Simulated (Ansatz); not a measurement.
`CC(=O)SCCCCCCCCCCCOc1ccccc1` with charge -1. Charge -1, multiplicity 2. Geometry PBE-D4/def2-SVP, that of the neutral singlet; atoms count from 1.

```xyz
52

C    -2.747    8.046    1.266
C    -2.436    6.565    1.211
O    -2.797    5.826    0.313
S    -1.459    6.006    2.620
C    -1.358    4.230    2.207
C    -2.535    3.415    2.749
C    -2.454    1.922    2.395
C    -2.578    1.613    0.899
C    -2.542    0.115    0.585
C    -2.736   -0.235   -0.898
C    -1.712    0.388   -1.863
C    -0.239    0.110   -1.534
C     0.146   -1.373   -1.515
C     1.634   -1.603   -1.242
C     2.013   -3.075   -1.226
O     3.407   -3.173   -0.963
C     3.986   -4.404   -0.923
C     3.293   -5.619   -1.109
C     3.997   -6.834   -1.047
C     5.376   -6.859   -0.802
C     6.061   -5.643   -0.616
C     5.377   -4.426   -0.675
H    -3.848    8.179    1.284
H    -2.374    8.525    0.338
H    -2.301    8.544    2.148
H    -0.389    3.874    2.615
H    -1.315    4.187    1.100
H    -2.584    3.536    3.852
H    -3.477    3.842    2.343
H    -1.497    1.500    2.781
H    -3.259    1.385    2.943
H    -1.765    2.127    0.342
H    -3.525    2.054    0.511
H    -1.580   -0.310    0.952
H    -3.332   -0.399    1.178
H    -2.727   -1.341   -1.007
H    -3.754    0.084   -1.214
H    -1.930    0.021   -2.891
H    -1.865    1.488   -1.905
H     0.023    0.565   -0.552
H     0.399    0.637   -2.279
H    -0.454   -1.909   -0.746
H    -0.132   -1.836   -2.490
H     1.918   -1.154   -0.265
H     2.251   -1.087   -2.009
H     1.433   -3.622   -0.444
H     1.771   -3.553   -2.206
H     2.212   -5.629   -1.302
H     3.447   -7.777   -1.194
H     5.917   -7.815   -0.756
H     7.145   -5.644   -0.422
H     5.893   -3.465   -0.533
```

Single mean-field runs in def2-TZVP are fitted with def2-universal-jkfit. The highest occupied level of the charge -1 doublet lies above zero (up to 1.75 eV). By energy differences it is unbound by 0.60 eV (vertical, against the charge 0 singlet, at PBE0-D4/def2-TZVP) and held by the finite basis.

Q: Estimate the Mulliken populations of the heavy atoms from the PBE0/def2-TZVP orbitals of Ansatz.

A: 
```json
{"atom": "C1", "charge (e)": "-0.36", "spin (α − β)": "-0.04"}
{"atom": "C2", "charge (e)": "0.13", "spin (α − β)": "0.36"}
{"atom": "O3", "charge (e)": "-0.45", "spin (α − β)": "0.14"}
{"atom": "S4", "charge (e)": "-0.22", "spin (α − β)": "0.02"}
{"atom": "C5", "charge (e)": "-0.19", "spin (α − β)": "0.01"}
{"atom": "C6", "charge (e)": "-0.14", "spin (α − β)": "-0.02"}
{"atom": "C7", "charge (e)": "-0.17", "spin (α − β)": "0.00"}
{"atom": "C8", "charge (e)": "-0.30", "spin (α − β)": "0.00"}
{"atom": "C9", "charge (e)": "-0.17", "spin (α − β)": "0.00"}
{"atom": "C10", "charge (e)": "-0.18", "spin (α − β)": "0.00"}
{"atom": "C11", "charge (e)": "-0.19", "spin (α − β)": "0.00"}
{"atom": "C12", "charge (e)": "-0.19", "spin (α − β)": "0.00"}
{"atom": "C13", "charge (e)": "-0.28", "spin (α − β)": "0.00"}
{"atom": "C14", "charge (e)": "-0.14", "spin (α − β)": "0.00"}
{"atom": "C15", "charge (e)": "-0.06", "spin (α − β)": "0.00"}
{"atom": "O16", "charge (e)": "-0.23", "spin (α − β)": "0.00"}
{"atom": "C17", "charge (e)": "0.32", "spin (α − β)": "-0.03"}
{"atom": "C18", "charge (e)": "-0.28", "spin (α − β)": "0.10"}
{"atom": "C19", "charge (e)": "-0.21", "spin (α − β)": "0.18"}
{"atom": "C20", "charge (e)": "-0.14", "spin (α − β)": "-0.05"}
{"atom": "C21", "charge (e)": "-0.12", "spin (α − β)": "0.12"}
{"atom": "C22", "charge (e)": "-0.31", "spin (α − β)": "0.16"}
```
Mulliken values depend strongly on the basis.

Q: Where does the spin sit?

A: Summed by element: C 0.79, O 0.14, S 0.02, H 0.06, of 1 unpaired in all. Largest on single atoms: C2 0.36, C19 0.18, C22 0.16.

Q: And the Mayer bond orders between heavy atoms (over 0.3)?

A: C1–C2 1.02 (1.51 Å); C2–O3 1.74 (1.22 Å); C2–S4 1.07 (1.80 Å); S4–C5 1.02 (1.83 Å); C5–C6 1.00 (1.53 Å); C6–C7 0.98 (1.54 Å); C7–C8 1.02 (1.53 Å); C8–C9 1.00 (1.53 Å); C9–C10 1.00 (1.54 Å); C10–C11 0.98 (1.54 Å); C11–C12 1.00 (1.54 Å); C12–C13 1.02 (1.53 Å); C13–C14 1.02 (1.53 Å); C14–C15 1.05 (1.52 Å); C15–O16 0.97 (1.42 Å); O16–C17 1.10 (1.36 Å); C17–C18 1.36 (1.41 Å); C17–C22 1.38 (1.41 Å); C18–C19 1.26 (1.41 Å); C19–C20 1.43 (1.40 Å); C20–C21 1.43 (1.41 Å); C21–C22 1.31 (1.40 Å).
